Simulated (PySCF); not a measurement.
Computed shifts of a molecule C3H9BO, PBE/pcSseg-1 (PySCF), GIAO, gas phase, atoms alike by connectivity averaged where their shifts nearly agree, in ppm (number of nuclei): ¹H: 6.24 (1), 5.59 (1), 1.36 (3), 1.25 (1), 1.16 (3). ¹³C: 27.7 (1), 20.5 (1), 17.0 (1). References: ¹¹B against BF3 (σ = 83.9 ppm); ¹H against TMS (σ = 31.49 ppm); ¹⁷O against H2O (σ = 334.3 ppm); ¹³C against TMS (σ = 182.0 ppm), references at their B3LYP-D3(BJ)/def2-TZVP geometries, non-relativistic. Geometry: B3LYP-D3(BJ)/def2-SVP. Other conformers were not sampled.

**Question.** Which structure fits?
A) BOC(C)C
B) CBOCC
C) CCB(C)O
D) CC(C)BO

**Answer.** D, CC(C)BO
